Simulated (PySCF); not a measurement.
C₂H₆BNO₂Si, SMILES N[SiH2]C#CB(O)O.

Coordinates come from a ωB97X-D3(BJ)/def2-SVP optimisation. This is a generated structure with no PubChem entry under its InChIKey; it may be hypothetical. The values are those of a single conformer.

Two levels are set side by side: PBE/def2-TZVP (PySCF) and HF/def2-TZVP (PySCF). Same geometry, gas phase. Differences are taken from unrounded values.

```
quantity                         HF    PBE  PBE minus HF
---------------------------  ------  -----  ------------
orbital gap (eV)              13.39   4.38         -9.01
highest occupied level (eV)  -10.90  -6.22          4.68
lowest empty level (eV)        2.48  -1.85         -4.33
dipole moment (D)              3.90   3.31         -0.59
mean polarisability (bohr³)    69.6   81.0          11.4
```

Without exact exchange PBE keeps part of each electron's self-repulsion, which lifts occupied levels and narrows the gap. PBE's more diffuse valence density responds more strongly to a field. Differences between two approximate levels are no errors against the true value.

Rough cost on one machine, each run with all the roots and properties that it gave: HF against PBE about 1/2.
